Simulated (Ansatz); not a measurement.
A rate constant, worked out

An elementary step of BNH3BrF2, singlet (BBrF₂ ([F][B]([F])[Br]) + NH₃ → BNH₂F₂ ([NH2][B]([F])[F]) + HBr; B–Br, H–N broken or loosened, B–N, Br–H formed or tightened). The start structure is the complex of the reactants, bound by 1.08 eV, and the electronic barrier above it is 1.112 eV by CCSD(T) at an estimated basis limit (MP2 extrapolated from triple and quadruple zeta, plus CCSD(T) − MP2 in triple zeta). Computed with Ansatz 0.2.0 (basis: def2-TZVPP and def2-QZVPP); correlated methods freeze the cores. Filled d shells of the heavier atoms are correlated. The def2 sets are not built for correlating such inner shells, so the correlated values are less sure here. Extrapolation: Hartree–Fock as exp(−7.88 √X), correlation as X^−2.97. Harmonic wavenumbers at PBE0-D4/def2-TZVP (Ansatz 0.2.0), in cm⁻¹:

Start: 166, 221, 243, 295, 330, 437, 547, 714, 848, 891, 1093, 1278, 1348, 1635, 1645, 3463, 3577, 3594.

Saddle: 640i, 123, 141, 320, 360, 377, 473, 688, 878, 935, 959, 1338, 1384, 1493, 1531, 1620, 3526, 3623.

(1) Work out the transition-state-theory rate constant at 900 K from these numbers alone (harmonic vibrations; rotation, path degeneracy and anharmonicity left out), and the Wigner tunnelling factor. Use 1 cm⁻¹ = 1.2398 × 10⁻⁴ eV and k_B = 8.617 × 10⁻⁵ eV/K.

No T1 diagnostic of these runs exceeds 0.011.

## Answers

(1) Zero-point energies, half the sums: start 22325/2 cm⁻¹ = 1.3840 eV; saddle, real modes only, 19769/2 cm⁻¹ = 1.2255 eV.
Barrier with zero-point energy: 1.112 + 1.2255 − 1.3840 = 0.9535 eV.
k_BT = 0.07756 eV, so the barrier is 12.29 k_BT.
Vibrational partition functions from the zero-point level, ln q = −Σ ln(1 − exp(−hν/k_BT)): start 8.472, saddle 8.188.
k = (k_BT/h) exp(ln q‡ − ln q) exp(−E0/k_BT), with log₁₀(k_BT/h in s⁻¹) = 13.27: log₁₀ k = 13.27 + (-0.284 − 12.29)/2.3026 = 7.81, so k ≈ 6 × 10^(7) s⁻¹.
Wigner factor: 1 + (hν‡/k_BT)²/24 = 1 + (1.02)²/24 = 1.04. A change of 1 kcal/mol (0.043 eV) in the barrier would change k by a factor of 1.7 at this temperature.

The step is the kind of exchange with an N–H group that builds nitride films in atomic layer and chemical vapour deposition.

Labels in which every atom is bracketed show which atoms are joined, not bond orders.

For scale, one of the runs: CCSD(T)/def2-TZVPP, 214 basis functions, launched by `ansatz run in.yaml --threads 8 --pin off --events-out ev --progress --plain --max-ram 19148MiB`. The run took 54 s on 8 CPU threads of an Intel Xeon Platinum 8488C (shared host), with 3.6 GiB of host memory at its peak.
